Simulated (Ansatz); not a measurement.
`FC1N=C1[TeH]` + H₂ → `[TeH]C1=NC1` + H–F at 500 K and 1 bar (hydrogenolysis of a C–F bond).

Calculated with Ansatz (gas phase, PBE0-D4/def2-TZVP geometries, no zero-point term in ΔE). CBS: MP2 limit from def2 TZ/QZ plus the TZ coupled-cluster correction, frozen cores. This one scheme is used for every species. def2 core potentials past Kr. For Te outer-core shells are correlated without core-valence functions, which leaves a few kJ/mol of doubt a bond.

| species | CCSD(T)/CBS energy (Eh) | H − E (kJ/mol) | S (J/(mol·K)) |
| --- | --- | --- | --- |
| `FC1N=C1[TeH]` | -499.43340 | 128.9 | 377.5 |
| H₂ | -1.17544 | 41.0 | 145.5 |
| `[TeH]C1=NC1` | -400.24331 | 144.8 | 354.9 |
| H–F | -100.39570 | 39.4 | 188.7 |

H − E and S are ideal-gas, rigid-rotor, harmonic terms from PBE0-D4/def2-TZVP, for one conformer and one mirror image of each species. The MP2-based limit puts H₂ 0.8 mEh under its directly extrapolated value; such offsets cancel only in part. 1 Eh = 2625.50 kJ/mol, R = 8.31446 J/(mol·K).

Task: By hand: ΔE, ΔH, ΔS and ΔG.

Result: ΔE = (-400.24331) + (-100.39570) − (-499.43340) − (-1.17544) = -0.03017 Eh = -79.2 kJ/mol. Δ(H − E) = 144.8 + 39.4 − 128.9 − 41.0 = 14.3, so ΔH = -64.9 kJ/mol. ΔS = 354.9 + 188.7 − 377.5 − 145.5 = 20.6 J/(mol·K). ΔG = -64.9 − 500 × (20.6)/1000 = -75.2 kJ/mol.

Task: By hand: the equilibrium constant, and the temperature at which ΔG would vanish if ΔH and ΔS stayed fixed.

Result: log₁₀ K = −ΔG/(RT ln 10) = 7.9. ΔH and −TΔS have one sign here, so there is no such temperature.

ΔH outweighs TΔS. A doubt of 5 kJ/mol in ΔE shifts log₁₀ K by 0.5 here. Other conformers and mirror images would add mixing entropy, several J/(mol·K) or more a flexible species. These are equilibria of isolated gas molecules and say nothing of rates. Largest T1 diagnostic: 0.013 (customary marks: 0.02 for closed shells, 0.045 for open ones).
